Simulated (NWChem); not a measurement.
System meant: SiAsH$_{4}$, doublet; SMILES [AsH2][SiH2]

Input file for NWChem:

```
start job
memory heap 200 mb stack 900 mb global 1100 mb
geometry units angstroms noautoz
  Si    -0.079418     1.623338    -0.012154
  As     0.224611    -0.725457    -0.116569
  H      1.242412     2.323555     0.030651
  H     -0.934318     2.221586    -1.087160
  H     -1.280097    -0.976693    -0.114973
  H      0.279905    -0.744339    -1.644325
end
basis spherical
  Si library def2-svp
  As library def2-svp
  H library def2-svp
end
dft
  odft
  mult 2
  xc pbe0
  iterations 4
  mulliken
end
task dft energy
```

End of the output:

```
     --------------------------
     Expectation value of S2:
     --------------------------
      <S2> =      0.7528 (Exact =     0.7500)

 center of mass
 --------------
 x =   0.03795293 y =   0.16896490 z =  -0.03562494

 moments of inertia (a.u.)
 ------------------
         462.247575172663          -0.000000000000          -0.000000000000
          -0.000000000000          29.864411365591          -0.000000000000
          -0.000000000000          -0.000000000000         469.808951785525

     Multipole analysis of the density
     ---------------------------------

     L   x y z        total         alpha         beta         nuclear
     -   - - -        -----         -----         ----         -------
     0   0 0 0     -0.000000    -26.000000    -25.000000     51.000000

     1   1 0 0     -0.177502     -0.072586     -0.104916      0.000000
     1   0 1 0     -0.037136      1.523153     -1.560289      0.000000
     1   0 0 1      0.078983      0.432824     -0.353841      0.000000

     2   2 0 0    -25.715959    -22.915565    -21.190962     18.390568
     2   1 1 0     -0.675642      1.373849      1.294581     -3.344072
     2   1 0 1      0.304036      0.125235      0.096081      0.082720
     2   0 2 0    -26.158857   -138.135197   -125.725433    237.701774
     2   0 1 1      0.271254     -0.109910      3.609402     -3.228238
     2   0 0 2    -25.200671    -20.411192    -15.659336     10.869857

 ------------------------------------------------------------------------
 dft energy failed                                                                                  0
 ------------------------------------------------------------------------
 ------------------------------------------------------------------------
  current input line :
    23: task dft energy
 ------------------------------------------------------------------------
 ------------------------------------------------------------------------
 This type of error is most commonly associated with calculations not reaching convergence criteria
 ------------------------------------------------------------------------
 For more information see the NWChem manual at https://nwchemgit.github.io

0:dft energy failed:Received an Error in Communication
```

Question: Find the fault in this run and fix the input.

Answer: The run did not converge; its last values are not results. Cause: the SCF was allowed too few iterations. This input runs:
```
start job
memory heap 200 mb stack 900 mb global 1100 mb
geometry units angstroms noautoz
  Si    -0.079418     1.623338    -0.012154
  As     0.224611    -0.725457    -0.116569
  H      1.242412     2.323555     0.030651
  H     -0.934318     2.221586    -1.087160
  H     -1.280097    -0.976693    -0.114973
  H      0.279905    -0.744339    -1.644325
end
basis spherical
  * library def2-svp
end
dft
  odft
  mult 2
  xc pbe0
  iterations 150
  mulliken
end
task dft energy
```
It converges to -2526.95365 Ha (PBE0/def2-SVP, spin-unrestricted).
